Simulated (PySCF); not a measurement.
# Correlation energy of Mn (manganese, neutral)

[Ar] 3d5 4s2, high-spin 6S determinant. Calculation: PySCF 2.14, in cc-pVTZ-DK (7s6p4d2f1g, 68 functions); scalar relativity by spin-free X2C-1e. Frozen: [Ar]; 7 electrons correlated.

MP2 pair energies summed by pair of shells (mhartree):

```csv
pair,energy,share (%)
3d-3d,-72.05,60.0
3d-4s,-27.04,22.5
4s-4s,-20.98,17.5
```

Total MP2 correlation energy: -120.06 mhartree.

Same-spin part -84.59 and opposite-spin part -35.47 mhartree; SCS-MP2 scales them by 1/3 and 6/5 to -70.77 mhartree.
